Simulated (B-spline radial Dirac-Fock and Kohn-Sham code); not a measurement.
**Magnetic form factor of the 4f shell of Pr⁺**

System: praseodymium as Pr⁺, configuration [Xe] 4f1 5d2 6s1 (not the ground configuration).

Input file task.json (cfg lists n, l and occupation; rrms is the nuclear radius in fm):

```json
{"items": [{
  "Z": 59,
  "q": 1,
  "cfg": [[1, 0, 2], [2, 0, 2], [2, 1, 6], [3, 0, 2], [3, 1, 6], [3, 2, 10], [4, 0, 2], [4, 1, 6], [4, 2, 10], [4, 3, 1], [5, 0, 2], [5, 1, 6], [5, 2, 2], [6, 0, 1]],
  "A": 141,
  "rrms": 4.8919,
  "do": ["scatter"],
  "s": [0.0, 0.08, 0.09, 0.11, 0.13, 0.16, 0.19, 0.22, 0.26, 0.31, 0.37, 0.44, 0.53, 0.63, 0.74, 0.88, 1.05, 1.25, 1.48, 1.76, 2.09, 2.48, 2.95],
  "pz": [0, 0.1, 0.2, 0.3, 0.4, 0.5, 0.6, 0.8, 1.0, 1.2, 1.4, 1.6, 1.8, 2.0, 2.5, 3.0, 4.0, 5.0, 7.0, 10.0, 15.0, 20.0, 30.0, 40.0, 60.0, 100.0],
  "hv_scatter": [5000, 8047.8, 10000, 20000, 50000, 100000, 500000, 1000000]
}]}
```

Run with: `python xray_run.py task.json out`

The computed values come from a radial finite-basis atomic code: Dirac-Fock densities. ⟨j_K⟩ is the integral of the 4f radial density with the spherical Bessel function j_K(4πsr), s = sin θ/λ.

```tsv
s (Å⁻¹)	⟨j0⟩	⟨j2⟩	⟨j4⟩	⟨j6⟩
0	1.0000	0.0000	0.0000	0.0000
0.08	0.9512	0.0192	0.0002	0.0000
0.09	0.9388	0.0240	0.0003	0.0000
0.11	0.9105	0.0348	0.0007	0.0000
0.13	0.8779	0.0470	0.0013	0.0000
0.16	0.8228	0.0670	0.0028	0.0001
0.19	0.7620	0.0879	0.0051	0.0003
0.22	0.6980	0.1088	0.0082	0.0005
0.26	0.6111	0.1348	0.0138	0.0012
0.31	0.5051	0.1623	0.0228	0.0026
0.37	0.3889	0.1858	0.0355	0.0055
0.44	0.2741	0.1998	0.0513	0.0103
0.53	0.1619	0.1997	0.0699	0.0184
0.63	0.0783	0.1833	0.0855	0.0286
0.74	0.0239	0.1555	0.0950	0.0393
0.88	-0.0091	0.1174	0.0968	0.0501
1.05	-0.0208	0.0776	0.0885	0.0574
1.25	-0.0190	0.0443	0.0722	0.0586
1.48	-0.0124	0.0215	0.0529	0.0535
```

Radial moments of the shell: ⟨r²⟩ = 1.069, ⟨r⁴⟩ = 2.598, ⟨r⁶⟩ = 12.70 in powers of bohr.
